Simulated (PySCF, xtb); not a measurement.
B(H)(Me)(OMe) (C₂H₇BO), SMILES CBOC.

GFN2-xTB in xtb at its own geometry gives an orbital gap of 5.91 eV and a dipole moment of 1.27 D.

The structure is a stationary point at PBE0-D3(BJ)/def2-SVP. The values are those of a single conformer.

Q: What does HF/def2-TZVP in PySCF give? (Estimate from the structure and the level; the computed values follow.)

A: gap 15.38 eV (levels -11.97 and 3.41 eV), dipole 1.07 D.
